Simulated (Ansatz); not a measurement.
ZrH₂Cl₂. The state is a singlet with charge 0. Geometry PBE-D4/def2-TZVP; atoms count from 1.

Cartesian coordinates in Å:
```
Zr 0.0398 -0.0606 -0.0191
H 1.2767 -0.1215 -1.3878
H -0.0765 -1.7042 0.8128
Cl -2.0346 0.4083 -0.9574
Cl 0.7946 1.4779 1.5515
```

In the def2 sets Zr takes a core potential; there is no spin–orbit coupling.

Question: Estimate the Mulliken populations from the PBE0/def2-TZVP orbitals of Ansatz.

Answer: 
```json
{"atom": "Zr1", "charge (e)": "0.98", "d electrons": "2.00"}
{"atom": "H2", "charge (e)": "-0.13", "d electrons": "–"}
{"atom": "H3", "charge (e)": "-0.13", "d electrons": "–"}
{"atom": "Cl4", "charge (e)": "-0.36", "d electrons": "–"}
{"atom": "Cl5", "charge (e)": "-0.36", "d electrons": "–"}
```
Mulliken values depend strongly on the basis.

Question: And the Mayer bond orders between heavy atoms (over 0.3)?

Answer: Zr1–Cl4 1.13 (2.32 Å); Zr1–Cl5 1.13 (2.32 Å).
